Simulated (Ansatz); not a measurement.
Coupled-cluster run, C$_{2}$H$_{8}$B$_{2}$, SMILES `BCCB`.

```yaml
crystal:
  periodic: [false, false, false]
  atoms:
    - {symbol: B, position_ang: [-0.397160, 1.374886, -0.446778]}
    - {symbol: C, position_ang: [-0.839748, -0.047489, -0.068666]}
    - {symbol: C, position_ang: [0.579771, 0.023422, 0.630078]}
    - {symbol: B, position_ang: [0.638043, -1.371653, -0.012084]}
    - {symbol: H, position_ang: [0.183784, 1.549015, -1.477193]}
    - {symbol: H, position_ang: [-0.687589, 2.289286, 0.263821]}
    - {symbol: H, position_ang: [-0.877118, -0.776085, -0.903275]}
    - {symbol: H, position_ang: [-1.611067, -0.241219, 0.665922]}
    - {symbol: H, position_ang: [0.466765, 0.168930, 1.696915]}
    - {symbol: H, position_ang: [1.247178, 0.786334, 0.181355]}
    - {symbol: H, position_ang: [1.101021, -1.488869, -1.108204]}
    - {symbol: H, position_ang: [0.273219, -2.321760, 0.612108]}
basis:
  gaussian: {orbitals: def2-SVP}
correlation: {method: ccsd_t}
```

```sh
$ ansatz run in.yaml --threads 2 --pin off --events-out ev --progress --plain --max-ram 4352MiB
```

Log, shortened:

```
Functional definition: HF
990 factors; integrals over basis functions are off by at most 1.2e-3 eV
mean field evaluation 1: about -3524.5978 eV, gradient 2.5e1 eV
mean field evaluation 2: about -3524.6007 eV, gradient 2.5e1 eV
mean field evaluation 4: about -3526.8114 eV, gradient 3.5e0 eV
mean field evaluation 8: about -3526.8506 eV, gradient 1.3e-4 eV
mean field -3526.85058641 eV, -129.6093684654 hartree, gradient 9.3e-7 eV, S^2 0.000000; 0 other end points of the search recorded, 0 dependent functions left out
4 core orbitals not correlated: weight in the atoms' cores, before any rotation towards them, 1.000 or more for the frozen orbitals, at most 0.000 for the correlated occupied ones
reference -3526.85058641 eV, -129.6093684654 hartree; 11, 11 occupied and 81, 81 virtual orbitals, 990 factors
second order -12.95994202 eV of doubles, -0.00000000 eV of singles
cycle   1  -13.95402486 eV  change   -9.9e-1 eV  update   8.0e-2
cycle   2  -14.36905732 eV  change   -4.2e-1 eV  update   2.3e-2
cycle   3  -14.42094609 eV  change   -5.2e-2 eV  update   8.9e-3
cycle   4  -14.41854753 eV  change    2.4e-3 eV  update   2.6e-3
cycle   5  -14.41826055 eV  change    2.9e-4 eV  update   1.1e-3
cycle   6  -14.41808217 eV  change    1.8e-4 eV  update   3.3e-4
cycle   7  -14.41798841 eV  change    9.4e-5 eV  update   8.8e-5
cycle   8  -14.41798763 eV  change    7.7e-7 eV  update   2.9e-5
cycle   9  -14.41798389 eV  change    3.7e-6 eV  update   7.9e-6
perturbative correction -0.46423652 eV, -0.0170603775 hartree
Total energy: -3541.73280682 eV, -130.1562799778 hartree
```

Run time 4.4 s (2 threads of an Arm Neoverse V1 on a shared host); peak host memory 0.4 GiB.

MP2 recovers 87.1 % of the CCSD(T) correlation energy and the triples give 3.1 %; T1 = 0.0100.
